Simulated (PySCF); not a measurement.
# TDDFT excited states: Al2Br2H4

Species: (H2Al-mu-Br)2.
Geometry (PBE0-D3(BJ)/def2-SVP, Å), atoms numbered from 1 in this order:
```
atom  x, y, z in Å
Al1   -0.758   -0.525    1.422
H2    -1.040   -2.077    1.465
H3    -1.102    0.550    2.524
Br4    1.607   -0.214    0.775
Al5    0.793    0.499   -1.445
H6     1.074   -0.673   -2.465
H7     1.139    2.029   -1.610
Br8   -1.575    0.327   -0.749
```

Theory: TDDFT PBE0/def2-SVPD, vertical, gas phase, core orbitals frozen in the response in PySCF 2.14.0, density-fitted response routines. Relativistic effects, spin–orbit coupling among them, are left out although an element past zinc is present.

```csv
state,E (eV),λ (nm),f,|μ| (D),"main configurations (H = HOMO, L = LUMO)"
S1,5.91,209.8,0.0000,0.02,H→L (98%)
S2,6.38,194.4,0.0000,0.01,H→L+1 (97%)
S3,6.55,189.4,0.0000,0.01,H-1→L (92%)
S4,6.81,182.0,0.0059,0.48,"H→L+2 (81%), H-1→L+1 (14%)"
S5,6.86,180.6,0.0000,0.01,H-2→L (98%)
S6,7.06,175.7,0.012,0.68,H-3→L (94%)
S7,7.17,173.0,0.034,1.11,"H-1→L+1 (80%), H→L+2 (16%)"
S8,7.35,168.7,0.0000,0.00,H-3→L+1 (94%)
S9,7.53,164.7,0.0004,0.12,"H-4→L (82%), H-2→L+1 (16%)"
S10,7.53,164.6,0.0014,0.22,"H-2→L+1 (78%), H-4→L (17%)"
S11,7.59,163.4,0.0000,0.03,H-1→L+2 (94%)
S12,7.60,163.1,0.0006,0.15,H→L+4 (88%)
S13,7.62,162.7,0.134,2.15,H→L+3 (93%)
S14,7.87,157.6,0.0001,0.05,"H-3→L+2 (67%), H-6→L (23%)"
```

Triplets, Tamm–Dancoff:

```tsv
state	E (eV)	λ (nm)	main configurations (H = HOMO, L = LUMO)
T1	5.62	220.8	H→L (92%)
T2	6.07	204.3	H-1→L (80%), H→L+4 (15%)
T3	6.10	203.2	H→L+1 (90%)
T4	6.43	192.8	H→L+2 (50%), H-1→L+1 (39%)
```

The lowest singlet lies at 5.91 eV (210 nm, ultraviolet) and is dark (f under 0.0005); its leading configuration is HOMO→LUMO (98%). The most intense listed level is S13 at 7.62 eV (163 nm, f = 0.134), 1.71 eV above S1. S9/S10 lie within about 0.01 eV of each other. Löwdin shares by element: HOMO bromine 30%, aluminium 26% (atoms not listed hold the other 43%); LUMO aluminium 45%, bromine 34% (atoms not listed hold the other 21%). The oscillator strengths of these states sum to 0.188; summed over the whole spectrum of an exact calculation they would give the number of electrons, 100 (Thomas–Reiche–Kuhn). Orbital energies (eV): HOMO-3 -9.36, HOMO-2 -9.23, HOMO-1 -8.89, HOMO -8.23, LUMO -1.12, LUMO+1 -0.65, LUMO+2 -0.19. The listed states span 1.96 eV, and the widest gap between neighbours is 0.47 eV (S1 to S2). No computed singlet lies in the visible range (380 to 750 nm); the lowest, at 210 nm, stands 2.65 eV above its violet end (3.26 eV). The vertical ionisation energy (ΔSCF) is 9.98 eV, 2.12 eV above S14. Orbitals of the list HOMO-3 to LUMO+2 that lie within 0.01 eV of each other are written together with a slash and their weights summed (≥ marks a lower bound); for degenerate orbitals outside that list single weights are arbitrary. The window holds the lowest 15 singlets. The highest level found (7.90 eV, f 0.0000 so far) is left out, since the window may have cut off a degenerate partner.

Time: 2.1 min wall (with the writing of density and orbital grids); peak memory 0.71 GiB. Hardware: one thread, Arm Neoverse V2 (aarch64), on a shared host.

One conformer stands for the species.
